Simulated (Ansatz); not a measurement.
Bi(Cl)3 anion (BiCl3), SMILES [Cl][Bi]([Cl])[Cl] (connectivity only; charge and spin as stated), charge -1, multiplicity 2.

Geometry: PBE0-D3(BJ)/def2-SVPD. The spin state was assumed, not searched. The isomer is the one that the SMILES or the coordinates give; other isomers of the formula were not compared. The def2 effective core potentials stand for the cores of Bi; spin–orbit coupling is left out.

Two levels are set side by side: PBE/def2-SVPD (Ansatz, a first-principles code) and CAM-B3LYP/def2-SVPD (Ansatz). Energy differences of separate SCF runs at the same geometry; the states with an electron removed or added have multiplicity 1. Differences are taken from unrounded values.

```csv
quantity,CAM-B3LYP
vertical ionisation energy (eV),4.11
```

Question: What does PBE give, and how far is it from CAM-B3LYP? (Estimate from the structure and the level; the computed values follow.)

Answer: 
```
quantity                          PBE  PBE minus CAM-B3LYP
-------------------------------  ----  -------------------
vertical ionisation energy (eV)  3.49                -0.62
```
